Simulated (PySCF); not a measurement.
How methods differ on the interval between two levels of Tc²⁺

Tc²⁺ [Kr] 4d5 [6S5/2, M_J = 5/2] → Tc²⁺ [Kr] 4d4 5p1 [6F11/2, M_J = 11/2], as a difference of total energies. Computed with PySCF 2.14 in x2c-TZVPall-2c (8s9p7d1f, 77 functions), with the two-component X2C-1e Hamiltonian. Correlated levels: [Ar] 3d10 frozen; the 6 highest virtual spinors dropped. "Screened" scales the spin-orbit matrix elements by Boettger's factors to mimic the two-electron term; Breit and QED terms are absent.

| method | interval between two levels (cm⁻¹) |
| --- | --- |
| GHF (spin-free) | 90645 |
| GMP2 (spin-free) | 91320 |
| GHF (screened spin-orbit) | 92487 |
| GMP2 (screened spin-orbit) | 93259 |

The labels give the starting determinants; with spin-orbit coupling the two ends relaxed to ⟨J²⟩ = 8.75, ⟨L²⟩ = 0.02, ⟨S²⟩ = 8.74 and ⟨J²⟩ = 35.76, ⟨L²⟩ = 12.07, ⟨S²⟩ = 8.72.
